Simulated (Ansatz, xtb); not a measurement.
## Two isomers of C5H5OP

Structure I is `C=Pc1ccco1`, a singlet and structure II is `C=CC1=PC=CO1`, a singlet. Both are isolated molecules in the gas phase, relaxed with r2SCAN-D4/def2-SVP; each stands in its lowest conformer found.

Quicker runs give these differences E(II) − E(I): GFN2-xTB −5.7 kcal/mol; HF/STO-3G −8.3 kcal/mol (at GFN2-xTB geometries); r2SCAN-D4/def2-SVP//GFN2-xTB −8.2 kcal/mol.

Estimate E(II) − E(I) at the level CCSD(T)/def2-SVP + ΔMP2/def2-TZVPP.

Calculated at CCSD(T)/def2-SVP + ΔMP2/def2-TZVPP: E(II) − E(I) = −6.9 kcal/mol, so structure II lies lower.

The same difference at several levels:

```json
{"level": "GFN2-xTB", "geometry": "GFN2-xTB", "E(II) − E(I) (kcal/mol)": "−5.7", "departure from the last row (kcal/mol)": "+1.2", "job, with rough time for the two": "optimisation, 0.13 s"}
{"level": "HF/STO-3G", "geometry": "GFN2-xTB", "E(II) − E(I) (kcal/mol)": "−8.3", "departure from the last row (kcal/mol)": "−1.4", "job, with rough time for the two": "single point, 0.52 s"}
{"level": "r2SCAN-D4/def2-SVP//GFN2-xTB", "geometry": "GFN2-xTB", "E(II) − E(I) (kcal/mol)": "−8.2", "departure from the last row (kcal/mol)": "−1.3", "job, with rough time for the two": "single point, 6.6 s"}
{"level": "r2SCAN-D4/def2-SVP", "geometry": "r2SCAN-D4/def2-SVP", "E(II) − E(I) (kcal/mol)": "−8.4", "departure from the last row (kcal/mol)": "−1.4", "job, with rough time for the two": "optimisation, 49 s"}
{"level": "HF/def2-SVP", "geometry": "r2SCAN-D4/def2-SVP", "E(II) − E(I) (kcal/mol)": "−7.3", "departure from the last row (kcal/mol)": "−0.4", "job, with rough time for the two": "part of the CCSD(T) run"}
{"level": "MP2/def2-SVP", "geometry": "r2SCAN-D4/def2-SVP", "E(II) − E(I) (kcal/mol)": "−7.8", "departure from the last row (kcal/mol)": "−0.9", "job, with rough time for the two": "part of the CCSD(T) run"}
{"level": "CCSD(T)/def2-SVP", "geometry": "r2SCAN-D4/def2-SVP", "E(II) − E(I) (kcal/mol)": "−7.7", "departure from the last row (kcal/mol)": "−0.7", "job, with rough time for the two": "single point"}
{"level": "CCSD(T)/def2-SVP + ΔMP2/def2-TZVPP", "geometry": "r2SCAN-D4/def2-SVP", "E(II) − E(I) (kcal/mol)": "−6.9", "departure from the last row (kcal/mol)": "", "job, with rough time for the two": "single point, 94 s"}
```

As drawn, II has 2 C=C, 1 C–C, 2 C–O in place of 3 C∷C, 2 C∷O (∷ is an aromatic bond). Structure I has a 5-membered ring (with an aromatic ring), II a 5-membered ring.

None of the levels shown reverses the order. The largest departure from CCSD(T)/def2-SVP + ΔMP2/def2-TZVPP is that of r2SCAN-D4/def2-SVP, 1.4 kcal/mol. The last row adds to CCSD(T) the change of the MP2 difference between the two basis sets, here +0.7 kcal/mol.

With thermal terms from frequencies at re-optimised GFN2-xTB minima (ideal gas, soft modes damped towards free rotors, one conformer each, 298.15 K, 1 atm): on the last row, ΔE + ΔZPE = −6.5, ΔH = −6.6, ΔG = −6.2 kcal/mol.

The correlated steps freeze 11 core orbitals. Run with Ansatz 0.2.0, xtb 6.7.1; the last row on 2 threads of Arm Neoverse V2 on a shared host.
